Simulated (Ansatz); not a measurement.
Gas-phase electronic energies from Ansatz, PBE0-D4/def2-TZVP geometries. CCSD(T)/CBS adds triple-zeta CCSD(T) − MP2 to the extrapolated MP2 energy (def2 sets, frozen cores). This one scheme is used for every species. Functionals use def2-TZVPP. B3LYP here is the variant with VWN-RPA as its local correlation; programs differ in this. HSE06 is defined as in plane-wave codes. For Ge outer-core shells are correlated without core-valence functions, which leaves a few kJ/mol of doubt a bond. Scalar relativity is left out up to krypton.

Consider the ligand exchange at the Al–C bond: `[AlH2][CH]([AlH2])[GeH3]` + H–F → `[F][AlH2]` + `[AlH2][CH2][GeH3]`.

```tsv
level	ΔE (kJ/mol)	difference from CCSD(T)/CBS
PBE-D4	-147.1	4.5
BLYP-D4	-163.9	-12.3
r2SCANh-D4	-156.0	-4.4
BHLYP-D4	-163.3	-11.7
PBE0	-152.9	-1.3
B3LYP	-174.4	-22.8
r2SCANh	-158.0	-6.4
HSE06	-152.1	-0.5
SCS-MP2/def2-TZVPP	-159.3	-7.7
CCSD/def2-TZVPP	-157.5	-5.9
CCSD(T)/CBS	-151.6	0
```

Largest T1 diagnostic among the species: 0.012.

In def2-TZVPP, CCSD(T) changes the Hartree–Fock value by +28.3 kJ/mol (the triples alone add +5.0 kJ/mol) and MP2 by +28.3 kJ/mol. The D4 term adds +11.6 kJ/mol with B3LYP and +6.4 kJ/mol with PBE0; it sums over pairs of atoms, weighted by their polarisabilities, and B3LYP, whose exchange is more repulsive, gets the larger term. At CCSD(T), def2-SVP lies −9.2 kJ/mol from the extrapolated value and def2-TZVPP −0.9 kJ/mol.
